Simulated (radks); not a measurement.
Problem. Coherent X-ray form factor from a spherical all-electron density. Calculated with a radial shooting solver on a logarithmic mesh with Libxc functionals: scalar-relativistic Kohn-Sham, LDA (Slater exchange, VWN5 correlation), spin-polarised, spherical densities, finite nucleus; Fermi nuclear charge, rms radius of each element as measured or else 0.836 A^(1/3) + 0.57 fm.

sin(theta)/lambda (1/angstrom),f0 (electrons)
0.05,38.889
0.1,38.558
0.15,38.019
0.2,37.287
0.25,36.386
0.3,35.342
0.4,32.940
0.5,30.318
0.6,27.691
0.8,23.009
1,19.450
1.25,16.298
1.5,13.898
2,9.988

The species is in the configuration that NIST lists as its ground one. Which atom or ion scatters so?

Solution. The praseodymium ion Pr20+, [Kr] 4d3. Extrapolating in s^2 from the first two rows gives f0(0) = 39.0, near the electron count 39; among species with that count, the fall with angle is slower the higher Z, and the table is that of Z = 59; from so few rows the species is fixed only to a neighbour or two.
